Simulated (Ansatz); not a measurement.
Z-matrix (Å, degrees):
```
C
V 1 2.004
H 1 1.093 2 107.3
H 1 1.089 2 112.3 3 -121.5
H 1 1.095 2 105.8 3 117.8
N 2 1.802 1 104.7 3 179.8
F 2 1.731 1 105.7 3 -57.8
S 2 1.996 1 104.5 3 65.9
H 6 1.013 2 120.2 1 80.2
H 6 1.008 2 127.5 1 -107.1
```

The species carries charge 0 and has multiplicity 1.

Task: List the CAM-B3LYP/def2-TZVPP orbital energies in eV (the Gaussian-basis code of Ansatz). (Best estimate.)

Result: The calculation gave: Occupied: -5361.72, -2419.43, -673.33, -610.28, -515.19, -515.06, -515.01, -392.06, -278.66, -217.50, -162.00, -161.98, -161.97, -75.90, -49.71, -49.38, -49.19, -33.38, -25.57, -20.93, -20.18, -16.08, -14.42, -13.95, -13.84, -13.22, -13.20, -12.95, -10.41, -10.14, -10.01, -9.28, -9.15. Lowest empty: -1.63, -1.37, -0.75, -0.25, 0.01, 0.74, 2.41, 2.84.
